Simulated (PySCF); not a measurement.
## What settings do to a single point of [ReO3Cl]−

The sound run of [ReO3Cl]− (doublet) uses PySCF 2.14.0, UKS r2SCAN, Re def2-SVP with ECP60, O def2-SVP, Cl def2-SVP; non-relativistic Hamiltonian with scalar-relativistic core potentials where named; density fitting; no spin-orbit coupling, grid (50, 194), threshold 1e-8 Eh and 55 cycles, at the relaxed geometry:

```xyz
5

Re    0.0000    0.1666    0.0403
O     1.5139    0.0338    0.8931
O     0.0000    1.6822   -0.8065
O    -1.5139    0.0338    0.8931
Cl    0.0000   -2.1318   -0.7314
```

There Re1 has a Mulliken charge of 0.82 e and the dipole about the centre of mass is 0.69 D. Each run below changes one thing and starts from free metal ions and neutral atoms unless it says otherwise; with 55 cycles, smearing, a level shift and second-order steps follow where DIIS fails, and their cycles count. Energy shifts count from the sound run.

```csv
change,outcome,cycles,energy shift (eV),largest force component (eV/Å),charge on Re1 (e),dipole about the centre of mass (D)
"grid (15, 26)",converged,15,4.30,0.91,0.86,0.56
threshold 0.0001,converged,11,0.0012,0.06,0.84,0.74
```

Problem. One further run converged with energy shift (eV) 0.62, largest force component (eV/Å) 3.46, charge on Re1 (e) 0.84, dipole about the centre of mass (D) 0.82. Which change was it?
A. all coordinates × 1.05
B. cycle limit 5
C. start from a density of up to 30 smeared cycles (not counted)

Solution. A.

Problem. And the other changes listed?

Solution. 
```csv
change,outcome,cycles,energy shift (eV),largest force component (eV/Å),charge on Re1 (e),dipole about the centre of mass (D)
cycle limit 5,not converged,5,–,–,–,–
start from a density of up to 30 smeared cycles (not counted),converged,10,0.0000,0.01,0.82,0.69
```

Unsound on purpose, so not properties of the compound: grid (15, 26).

Started from ions, an open shell can land on another state than the sound run's, and that then enters the shifts.

Forces carry noise of the integration grid, about 0.01 to 0.03 eV/Å.

No frequency check is given that shows the relaxed geometry to be a minimum. Open shells may have lower solutions than the one found.
